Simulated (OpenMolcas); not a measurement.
**OpenMolcas run: neutral selenium**

Input:

```
&GATEWAY
Coord
1

Se 0.0 0.0 0.0
Basis=ANO-R3
Group=XYZ
NoMove
AngMom=0.0 0.0 0.0
AMFI
&SEWARD
* reference wave functions (RASSCF and RASSI steps not shown): 4 electrons in 9 orbitals (RAS2 4p; RAS3 4d 5s, at most 1 electron)
>>> COPY JOB001 $Project.JobIph
&CASPT2
Multistate=3 1 2 3
Frozen=3 6
IPEA=0.25
Imaginary=0.1
MaxIter=60
WThr=0.0 0.3 0.05
PrWF=0.5
NoMix
>>> COPY JOB002 $Project.JobIph
&CASPT2
Multistate=6 1 2 3 4 5 6
Frozen=3 6
IPEA=0.25
Imaginary=0.1
MaxIter=60
WThr=0.0 0.3 0.05
PrWF=0.5
NoMix
>>> COPY JOB003 $Project.JobIph
&CASPT2
Multistate=1 1
Frozen=3 6
IPEA=0.25
Imaginary=0.1
MaxIter=60
WThr=0.0 0.3 0.05
PrWF=0.5
NoMix
...
```

Launched by
```bash
OMP_NUM_THREADS=1 MOLCAS_MEM=1689 MOLCAS_PROJECT=a pymolcas a.inp > a.log  # once for each step of the input, in one work folder
```

Output, cut to the results:

```
--- CASPT2 ---
Orbital specifications:
      -----------------------

      Symmetry species                           1   2
                                                ag  au
      Frozen orbitals                            3   6
      Inactive orbitals                          6   0
      Active orbitals                            6   3
      Secondary orbitals                        35  37
      Deleted orbitals                           0   0
      Number of basis functions                 50  46
Type of calculation                        MS-CASPT2
      Fock operator                              state-specific
      IPEA shift                                 0.25
      Real shift                                 0.00
      Imaginary shift                            0.10
      The input orbitals will be transformed to quasi-canonical
Reference energy:       -2428.1377204126
      E2 (Non-variational):      -0.5921706661
      Shift correction:          -0.0001818162
      E2 (Variational):          -0.5923524823
      Total energy:           -2428.7300728948
      Residual norm:              0.0000001668
      Reference weight:           0.93876
      Contributions to the CASPT2 correlation energy
      Active & Virtual Only:         -0.0228196332
      One Inactive Excited:          -0.1109863240
      Two Inactive Excited:          -0.4583647089
Reference energy:       -2428.1377204126
      E2 (Non-variational):      -0.5921706661
      Shift correction:          -0.0001818162
      E2 (Variational):          -0.5923524823
      Total energy:           -2428.7300728948
      Residual norm:              0.0000001668
      Reference weight:           0.93876
      Contributions to the CASPT2 correlation energy
      Active & Virtual Only:         -0.0228196332
      One Inactive Excited:          -0.1109863240
      Two Inactive Excited:          -0.4583647089
::    CASPT2 Root  1     Total energy:  -2428.73007289
::    CASPT2 Root  2     Total energy:  -2428.73007289
::    CASPT2 Root  3     Total energy:  -2428.73007289
::    MS-CASPT2 Root  1     Total energy:  -2428.73007289
::    MS-CASPT2 Root  2     Total energy:  -2428.73007289
::    MS-CASPT2 Root  3     Total energy:  -2428.73007289
--- CASPT2 ---
Orbital specifications:
      -----------------------

      Symmetry species                           1   2
                                                ag  au
      Frozen orbitals                            3   6
      Inactive orbitals                          6   0
      Active orbitals                            6   3
      Secondary orbitals                        35  37
      Deleted orbitals                           0   0
      Number of basis functions                 50  46
Type of calculation                        MS-CASPT2
      Fock operator                              state-specific
      IPEA shift                                 0.25
      Real shift                                 0.00
      Imaginary shift                            0.10
      The input orbitals will be transformed to quasi-canonical
Reference energy:       -2428.0889639502
      E2 (Non-variational):      -0.6018709131
      Shift correction:          -0.0002114620
      E2 (Variational):          -0.6020823751
      Total energy:           -2428.6910463253
      Residual norm:              0.0000001839
      Reference weight:           0.93347
      Contributions to the CASPT2 correlation energy
      Active & Virtual Only:         -0.0289129592
      One Inactive Excited:          -0.1139521022
      Two Inactive Excited:          -0.4590058517
Reference energy:       -2428.0889639502
      E2 (Non-variational):      -0.6021525541
      Shift correction:          -0.0002134740
      E2 (Variational):          -0.6023660281
      Total energy:           -2428.6913299783
      Residual norm:              0.0000001834
      Reference weight:           0.93326
      Contributions to the CASPT2 correlation energy
      Active & Virtual Only:         -0.0291754612
      One Inactive Excited:          -0.1139776786
      Two Inactive Excited:          -0.4589994143
::    CASPT2 Root  1     Total energy:  -2428.69104633
::    CASPT2 Root  2     Total energy:  -2428.69132998
::    CASPT2 Root  3     Total energy:  -2428.69102647
::    CASPT2 Root  4     Total energy:  -2428.69133630
::    CASPT2 Root  5     Total energy:  -2428.69097444
::    CASPT2 Root  6     Total energy:  -2428.61481358
::    MS-CASPT2 Root  1     Total energy:  -2428.69136409
::    MS-CASPT2 Root  2     Total energy:  -2428.69133778
::    MS-CASPT2 Root  3     Total energy:  -2428.69115129
::    MS-CASPT2 Root  4     Total energy:  -2428.69097835
::    MS-CASPT2 Root  5     Total energy:  -2428.69093209
::    MS-CASPT2 Root  6     Total energy:  -2428.61476349
--- CASPT2 ---
Orbital specifications:
      -----------------------

      Symmetry species                           1   2
                                                ag  au
      Frozen orbitals                            3   6
      Inactive orbitals                          6   0
      Active orbitals                            6   3
      Secondary orbitals                        35  37
      Deleted orbitals                           0   0
      Number of basis functions                 50  46
Type of calculation                        SS-CASPT2
      Fock operator                              state-specific
      IPEA shift                                 0.25
      Real shift                                 0.00
      Imaginary shift                            0.10
      The input orbitals will be transformed to quasi-canonical
Reference energy:       -2427.9401768636
      E2 (Non-variational):      -0.5881083060
      Shift correction:          -0.0002365972
      E2 (Variational):          -0.5883449032
      Total energy:           -2428.5285217668
      Residual norm:              0.0000000573
      Reference weight:           0.93597
...
```

Levels above the lowest, from the spin-orbit matrix with the single-state CASPT2 energies, averaged by term, on its diagonal:

```
Configuration  Term  J  E (cm-1)  Measured (cm-1)  Term weight %
      4s2 4p4    3P  2       0.0              0.0             98
      4s2 4p4    3P  1      1841             1989            100
      4s2 4p4    3P  0      2450             2534             99
      4s2 4p4    1D  2      9690             9576             98
      4s2 4p4    1S  0     26530            22446             99
   4s2 4p3 5s   5S*  2     45080            48182             99
   4s2 4p3 5s   3S*  1     48030            50997             99
   4s2 4p3 5s   3D*  1     58640            61681             97
   4s2 4p3 5s   3D*  2     58740            61829             97
   4s2 4p3 5s   3D*  3     59010            62248            100
   4s2 4p3 5s   1D*  2     61020            63479             97
   4s2 4p3 5s   3P*  0     69720                             100
   4s2 4p3 5s   3P*  1     69890                              98
   4s2 4p3 5s   3P*  2     70320                              95
   4s2 4p3 5s   1P*  1     72460            72569             97
```

Against the 11 measured excited levels shown (NIST Handbook of Basic Atomic Spectroscopic Data) the mean absolute deviation is 2000 cm-1; the largest miss in energy is 4s2 4p4 1S0: computed 26530, measured 22446 cm-1 (+18.2 %).

CASPT2 breaks the degeneracy within a term, and the mean is taken; among the terms shown or strongly mixed into the levels shown the widest spread is 210 cm-1 (4s2 4p3 5s 3D*). ANO sets are built for valence states and can reach diffuse excited orbitals poorly, and with the s shell closed the s pⁿ⁺¹ terms that mix with these levels are absent. With the s shell closed, the reference lacks s² → p² mixing. No level of 4s2 4p3 4d was computed, though it lies in the active space. Some terms miss by over 15 % even with CASPT2, which points to a basis or an active space too small for the shells correlated. Computed and measured levels are paired by configuration, term and J; levels that our copy of the source lacks, or whose pairing is in doubt (as where it misses far off the trend of its configuration), stay unpaired and out of the deviations. Levels of configurations outside the active space are missing. The first state left out of the spin-orbit step lies near 95000 cm-1 above the lowest spin-free state of the reference (among the parities and spins computed), and the list stops at four fifths of that energy or lower.

The term weight is that of the spin-free term in the level, not the purity of its configuration. * marks odd parity.
